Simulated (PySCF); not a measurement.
C2H8AlFSi, SMILES [SiH2]([Al]([CH3])[CH3])F.

Geometry: ωB97X-D3(BJ)/def2-SVP. The structure was generated by enumeration; whether it is a known compound was not checked. The values are those of a single conformer.

All values below come from TDDFT-PBE/def2-SVPD (PySCF).

Vertical excitations. 

### Question
Estimate the UV-visible absorptions. (An estimate is asked for; the answer gives what the named calculation found.)

### Answer

| state | energy (eV) | λ (nm) | f | main pairs |
|---|---|---|---|---|
| S1 | 4.06 | 305 | 0.009 | HOMO→LUMO 99 % |
| S2 | 4.55 | 272 | 0.000 | HOMO−1→LUMO 100 % |
| S3 | 5.07 | 244 | 0.031 | HOMO→LUMO+1 97 % |
| S4 | 5.39 | 230 | 0.024 | HOMO→LUMO+2 84 %, HOMO−1→LUMO+1 15 % |
| S5 | 5.65 | 219 | 0.074 | HOMO−1→LUMO+1 83 %, HOMO→LUMO+2 14 % |
| S6 | 5.78 | 214 | 0.035 | HOMO−2→LUMO 96 % |
| S7 | 6.13 | 202 | 0.079 | HOMO−1→LUMO+2 97 % |
| S8 | 6.68 | 186 | 0.002 | HOMO−2→LUMO+1 96 % |
| S9 | 6.70 | 185 | 0.038 | HOMO→LUMO+3 87 % |
| S10 | 6.84 | 181 | 0.011 | HOMO−3→LUMO 79 % |
| T1 | 3.43 | 361 | 0 | HOMO→LUMO 99 % |
| T2 | 4.31 | 288 | 0 | HOMO−1→LUMO 100 % |
| T3 | 4.44 | 280 | 0 | HOMO→LUMO+1 99 % |
| T4 | 5.16 | 240 | 0 | HOMO→LUMO+2 97 % |
Triplets are in the Tamm–Dancoff approximation, which puts them higher than full response would, so one can lie above its singlet here.
